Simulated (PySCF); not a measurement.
# Correlation energy of V⁺ (vanadium, charge +1)

[Ar] 3d3 4p1, one real determinant (an excited configuration). Computed with PySCF 2.14 in aug-cc-pwCVTZ-DK (10s9p7d4f3g, 127 functions), with the spin-free X2C one-electron Hamiltonian (Gaussian nucleus). Frozen: [Ne]; 12 electrons correlated.

MP2 pair energies summed by pair of shells (mhartree):

```
 pair   energy  share (%)
3p-3p  -132.95       35.0
3p-3d  -129.76       34.1
3s-3p   -49.12       12.9
3s-3d   -24.16        6.4
3d-3d   -20.36        5.4
3p-4p    -8.31        2.2
3s-3s    -8.00        2.1
3d-4p    -6.91        1.8
3s-4p    -0.69        0.2
```

Total MP2 correlation energy: -380.27 mhartree.

Same-spin part -114.42 and opposite-spin part -265.85 mhartree; SCS-MP2 scales them by 1/3 and 6/5 to -357.16 mhartree.

The reference is one real determinant that mixes LS terms of this configuration.
